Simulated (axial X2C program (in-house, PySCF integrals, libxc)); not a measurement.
A run on TaOH without results

A two-component calculation with an axial X2C code built on PySCF integrals.

Input and command:
```json
{"zs": [73, 8, 1], "q": 0, "bas": ["dyall-v3z", "dyall-av3z", "dyall-v3z"], "r0": [2.09, 0.96], "symm": 0, "scan": ["PBE0", "HF", "PBE"], "levels": ["PBE0", "HF", "TPSSh"], "nst": 2}
```
```bash
python solin.py task.json out
```

Keys: zs atomic numbers; q charge; bas basis sets; r0 starting distance in Å; symm equal bonds; scan levels of the two-bond scan; levels methods; nst determinants followed.

Outcome:

The PBE0 geometry search stopped without converging.
